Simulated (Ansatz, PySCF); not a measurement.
AgF, charge +1, doublet, at a GFN2-xTB geometry (such geometries of metal compounds can be far from the true shape) (the multiplicity is a formal guess) (core potentials on Ag). Base run: B3LYP/def2-SVPD run with PySCF.

Input for PySCF:
```python
from pyscf import gto, scf, dft

mol = gto.M(
    atom='''
Ag   -0.000000   -0.000000   -0.305452
F     0.000000    0.000000    1.595138
''',
    basis='def2-svpd',
    ecp={'Ag': 'def2-svpd'},
    charge=1,
    spin=1,
    verbose=4,
)

mf = dft.UKS(mol)
mf.xc = 'b3lyp'
mf.kernel()
```

The same geometry, method and basis name were run in Ansatz (an electronic-structure program) and PySCF, at each program's defaults and at the settings that a row names. The base is PySCF at its defaults. Differences at the defaults can come from grids, fitting, cores and function types together. The rows with settings made alike still differ; the cause (another SCF solution, basis table, core potential or functional code) wasn't traced.

```csv
code and settings,ΔE vs base (mEh),basis functions,E (Eh),SCF cycles
"PySCF, defaults (exact integrals, its default grid, spherical functions)",0.000,57,-246.35495,11
"Ansatz, defaults (factorised integrals, its default grid, spherical functions)",-11.154,57,-246.36611,-
"PySCF, density fitting with def2-universal-jkfit",-0.032,57,-246.35498,11
"PySCF, fine grid",-0.001,57,-246.35495,11
"Ansatz, high accuracy",-11.170,57,-246.36612,-
```

Open shells are given as the SCF converged; they aren't shown to be the lowest states, and a large step between rows can be another state.
